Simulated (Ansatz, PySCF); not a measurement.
(E)-1-bromo-1-fluoroprop-1-ene (C₃H₄BrF), SMILES F/C(=C\C)Br. Atoms are numbered in the order given.

```xyz
9

C      0.3960    -2.9208     0.0000
C      0.7107    -1.4551     0.0000
C     -0.2156    -0.4969     0.0000
F     -1.5234    -0.7502     0.0000
Br     0.1549     1.3601     0.0000
H      0.8301    -3.4145     0.8860
H     -0.6874    -3.1017     0.0000
H      0.8301    -3.4145    -0.8860
H      1.7552    -1.1370     0.0000
```

The structure is a stationary point at B3LYP-D3(BJ)/def2-SVP.

Two levels are set side by side: PBE-D3(BJ)/def2-SVP (Ansatz, a program for electronic structure) and B3LYP-D3(BJ)/def2-SVP (Ansatz). Each level has its own optimised geometry; the coordinates shown are those of the second. Frequencies come from the Hessian of PySCF at each geometry. Differences are taken from unrounded values.

| quantity | B3LYP-D3(BJ) | PBE-D3(BJ) | PBE-D3(BJ) minus B3LYP-D3(BJ) |
|---|---|---|---|
| mean bond length (Å) | 1.307 | 1.313 | 0.006 |
| bond C1–C2 (Å) | 1.499 | 1.499 | 0.000 |
| bond C2–C3 (Å) | 1.333 | 1.344 | 0.011 |
| bond C3–F4 (Å) | 1.332 | 1.338 | 0.005 |
| bond C3–Br5 (Å) | 1.894 | 1.895 | 0.002 |
| bond C1–H6 (Å) | 1.103 | 1.111 | 0.008 |
| bond C1–H7 (Å) | 1.098 | 1.106 | 0.008 |
| bond C1–H8 (Å) | 1.103 | 1.111 | 0.008 |
| bond C2–H9 (Å) | 1.092 | 1.100 | 0.008 |
| highest harmonic wavenumber (cm⁻¹) | 3204 | 3140 | -64 |
| mean harmonic wavenumber (cm⁻¹) | 1306 | 1272 | -35 |
| zero-point energy (kcal/mol) | 39.22 | 38.17 | -1.05 |

GGA bonds tend to be longer and softer than those of functionals with exact exchange. Differences between two approximate levels are no errors against the true value.
